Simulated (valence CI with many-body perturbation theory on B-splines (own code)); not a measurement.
**Energy levels of Zr²⁵⁺**

Method: relativistic CI+MBPT: five valence electrons over a frozen Dirac-Fock core [Ne], radial functions for each j: 11 s, 11 p, 10 d, 8 f, 5 g, 2 h, with the one-electron correlation potential Σ1 (screened to all orders), the two-electron term Σ2, the three-electron term Σ3, Breit, model QED; selected single and double excitations, second order for the rest, scaled by the run's own slope (own B-spline code, finite nucleus).

No measured spectrum was set against this ion. As an estimate, levels of excited configurations hold to 0.05 to 0.15 % of their energy, terms of the ground configuration to about 0.5 %. Among the levels kept, up to 3700 cm⁻¹ of a level comes from second order outside the variational space, and about a tenth of that is noise between levels of different J, which matters for small intervals.

Levels 136 to 168 of 168, with energies above the lowest level, 3s2 3p3 4S°_3/2. "Leading %" is the weight of the configuration and term that name the level; weights of strongly mixed levels are sums over their largest components and can fall short. Lifetimes count E1, E2, E3, M1 and M2 decay at the calculated energies, and are blank where another channel may lead or the interval is too uncertain; long ones can be off by a factor of two.

| No. | Configuration | Term | J | E (eV) | Leading % | Lifetime | g |
| --- | --- | --- | --- | --- | --- | --- | --- |
| 136 | 3s2 3p 3d2 | 4P° | 5/2 | 262.54 | 29 | 3.50 ps | 1.335 |
| 137 | 3s2 3p 3d2 | 4D° | 7/2 | 262.81 | 73 | 3.67 ps | 1.385 |
| 138 | 3s2 3p 3d2 | 4D° | 3/2 | 262.94 | 24 | 2.75 ps | 1.091 |
| 139 | 3s2 3p 3d2 | 2P° | 1/2 | 264.45 | 45 | 4.10 ps | 0.492 |
| 140 | 3s2 3p 3d2 | 2G° | 9/2 | 264.76 | 51 | 5.56 ps | 1.139 |
| 141 | 3s 3p3 3d | 2S° | 1/2 | 266.58 | 36 | 3.08 ps | 1.855 |
| 142 | 3s2 3p 3d2 | 4D° | 3/2 | 266.62 | 29 | 3.12 ps | 1.042 |
| 143 | 3s2 3p 3d2 | 4D° | 1/2 | 267.52 | 27 | 3.50 ps | 0.458 |
| 144 | 3s 3p3 3d | 2D° | 5/2 | 267.78 | 39 | 4.20 ps | 1.213 |
| 145 | 3s2 3p 3d2 | 2G° | 7/2 | 270.31 | 42 | 4.27 ps | 1.024 |
| 146 | 3s2 3p 3d2 | 4S° | 3/2 | 270.68 | 49 | 2.56 ps | 1.767 |
| 147 | 3s2 3p 3d2 | 2F° | 5/2 | 271.59 | 43 | 3.24 ps | 0.941 |
| 148 | 3s2 3p 3d2 | 2P° | 3/2 | 272.68 | 22 | 3.15 ps | 1.160 |
| 149 | 3s2 3p 3d2 | 2F° | 7/2 | 275.62 | 39 | 3.14 ps | 1.079 |
| 150 | 3s2 3p 3d2 | 2D° | 3/2 | 276.30 | 29 | 2.66 ps | 1.006 |
| 151 | 3s 3p2 3d2 | 6G | 3/2 | 276.79 | 63 | 134 ps | 0.332 |
| 152 | 3p4 3d | 4D | 5/2 | 277.62 | 26 | 53.0 ps | 1.189 |
| 153 | 3s2 3p 3d2 | 2G° | 9/2 | 277.95 | 88 | 3.54 ps | 1.111 |
| 154 | 3s2 3p 3d2 | 2D° | 5/2 | 278.77 | 55 | 3.16 ps | 1.137 |
| 155 | 3p4 3d | 4D | 3/2 | 279.35 | 29 | 32.4 ps | 0.936 |
| 156 | 3p4 3d | 2P | 1/2 | 280.48 | 28 | 29.0 ps | 0.905 |
| 157 | 3s 3p2 3d2 | 6G | 5/2 | 280.67 | 58 | 50.4 ps | 1.035 |
| 158 | 3s2 3p 3d2 | 2P° | 1/2 | 280.67 | 40 | 2.50 ps | 0.694 |
| 159 | 3p4 3d | 4D | 7/2 | 281.00 | 34 | 33.7 ps | 1.317 |
| 160 | 3s2 3p 3d2 | 2P° | 3/2 | 281.38 | 68 | 4.68 ps | 1.295 |
| 161 | 3s2 3p 3d2 | 2F° | 5/2 | 282.55 | 66 | 3.70 ps | 0.894 |
| 162 | 3s 3p2 3d2 | 6G | 7/2 | 283.57 | 60 | 45.5 ps | 1.217 |
| 163 | 3s2 3p 3d2 | 2F° | 7/2 | 283.91 | 48 | 3.95 ps | 1.045 |
| 164 | 3s2 3p 3d2 | 2D° | 5/2 | 284.84 | 84 | 3.32 ps | 1.202 |
| 165 | 3s2 3p 3d2 | 2D° | 3/2 | 284.97 | 73 | 2.80 ps | 0.873 |
| 166 | 3s 3p2 3d2 | 6D | 1/2 | 286.76 | 50 | 72.4 ps | 2.657 |
| 167 | 3p4 3d | 4F | 9/2 | 286.79 | 38 | 25.9 ps | 1.276 |
| 168 | 3s 3p2 3d2 | 6G | 9/2 | 287.39 | 62 | 66.5 ps | 1.299 |

Names give the largest LS component (configuration and term), which can be under half, so a name can repeat, a term be missing and a line seem to break the LS rules; names also repeat where a configuration has a term twice.

Where two levels of one J and parity lie close, their mixing, g and order are uncertain.
